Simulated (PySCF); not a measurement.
C4H12Si2, SMILES C1C[SiH2]C[SiH2]C1.

Geometry optimised at ωB97X-D3(BJ)/def2-SVP. One conformer was computed; it need not be the lowest.

Computed with PBE/def2-TZVP (PySCF).

Symmetry labels are those of the subgroup Cs that the program uses (full group Cs).

Computed valence orbital energies around the gap with their symmetry:
```tsv
orbital	symmetry	energy (eV)
HOMO−7	A'	-8.81
HOMO−6	A"	-8.53
HOMO−5	A'	-8.27
HOMO−4	A"	-7.96
HOMO−3	A'	-7.58
HOMO−2	A"	-7.54
HOMO−1	A"	-7.01
HOMO	A'	-6.57
LUMO	A'	-0.13
LUMO+1	A'	-0.09
LUMO+2	A"	0.38
LUMO+3	A'	0.71
```
